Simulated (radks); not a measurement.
Results of a calculation; reference values are marked as such.
Dynamic dipole polarisability and lines of the nitrogen ion N5+, [He]. Level of theory: scalar-relativistic Kohn-Sham, exchange-only LDA, spin-unpolarised, spherical densities, finite nucleus; Fermi nuclear charge, rms radius of each element as measured or else 0.836 A^(1/3) + 0.57 fm (a radial shooting solver on a logarithmic mesh with Libxc functionals). Time-dependent linear response with the Hartree and adiabatic exchange-only LDA kernel, continuum included through the Sternheimer equations, no spin-orbit coupling, so fine structure and intercombination lines are absent. Lines are the poles of the dipole polarisability below minus the highest occupied eigenvalue, found on a grid refined at the orbital gaps; the lowest seven at most are given, and weak or close lines can be missed. The first line takes the name of the lowest orbital gap if no other gap lies below it; otherwise a line is named after a gap within 0.6 % of it, if that gap stands alone.

| photon energy (eV) | alpha (bohr^3) |
|---|---|
| 0 | 0.004875 |
| 24.872 | 0.004889 |
| 74.617 | 0.005003 |
| 124.36 | 0.005250 |
| 174.11 | 0.005677 |
| 223.85 | 0.006388 |
| 273.60 | 0.007636 |
| 323.34 | 0.01021 |
| 373.09 | 0.01862 |
| 422.83 | -0.04207 |
| 472.58 | -0.01120 |

Lines (eV, oscillator strength): 412.18 (3.008 nm, 1s-2p), f = 0.587; 465.44 (2.664 nm, 1s-3p), f = 0.120; 483.05 (2.567 nm, 1s-4p), f = 0.0456; 491.06 (2.525 nm, unassigned), f = 0.0222. Higher lines, where found, are left out when the end of the mesh affects them. Those listed give 65 % of the static polarisability (sum of f/w^2). Orbital energy gaps for comparison: 1s-2p 411.04 eV; 1s-3p 465.04 eV; 1s-4p 482.88 eV; 1s-5p 490.97 eV; 1s-6p 495.32 eV.
